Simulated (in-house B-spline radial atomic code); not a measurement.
Values are calculated unless marked as measured or tabulated.
## Two electrons in Ge: a Gaussian well −V exp(−r²/w²) with V = 155 meV and w = 43.9 nm

For Ge the NSM archive of the Ioffe Institute lists m_l = 1.6 m0, m_t = 0.08 m0 and ε = 16.2; the model takes one isotropic valley with the conductivity mass 3/(1/m_l + 2/m_t) = 0.117 m0, and so misses anisotropy and the other valleys. All triplets below are those of one valley; with several valleys two electrons can form a triplet in the 1s orbital itself, at an energy set by the valley splitting.

Effective-mass model with parabolic bands, a uniform dielectric constant, no image charges, no central-cell or spin-orbit terms. Two-electron levels come from full CI in B-splines with partial waves to l = 5 (up to 0.001 effective hartree above the limit).

Question: What are the effective units, and what is the potential in them?

Answer: Ha* = 27211.386 meV × 0.117/16.2² = 12.13 meV and a* = 0.0529177 nm × 16.2/0.117 = 7.327 nm. V = 12.8 Ha* and w = 5.99 a*.

In these units the lowest s and p orbitals lie at -11.559287 and -10.750037, and their Coulomb and exchange integrals are J_ss = 0.718980, J_sp = 0.595395 and K_sp = 0.1182. Full CI gives -22.466863 for the ground singlet, -21.849204 for the sp triplet, -21.662728 for the sp singlet and -21.081986 for the lowest triplet of two s orbitals.

Question: What does it cost to add the second electron, to first order and exactly?

Answer: To first order E = 2ε_s + J_ss = -22.399594, so the charging energy E(2) − 2E(1) is J_ss = 8.722 meV. CI gives -22.466863 − 2 × (-11.559287) = 0.651711, or 7.906 meV: relaxation and correlation lower it by 0.8161 meV, 9.4 % of J_ss. The s² configuration of one-electron orbitals holds 96.8 % of the state, and the mean radius is 9.89 nm. The second electron is bound by ε_s − E = 132.3 meV, against 140.2 meV for the first.

Question: How far above the singlet do the triplets lie?

Answer: To first order the sp triplet lies at ε_s + ε_p + J_sp − K_sp = -21.832158, which is 6.884 meV above 2ε_s + J_ss. CI gives -21.849204 − (-22.466863) = 0.617659, or 7.493 meV, 76 % of the orbital spacing of 9.817 meV. The ss triplet lies 16.8 meV up, so the lower of the two is the sp one, and its gap equals k_BT at 87 K. The sp singlet-triplet splitting is 2.262 meV, against 2K_sp = 2.869 meV.
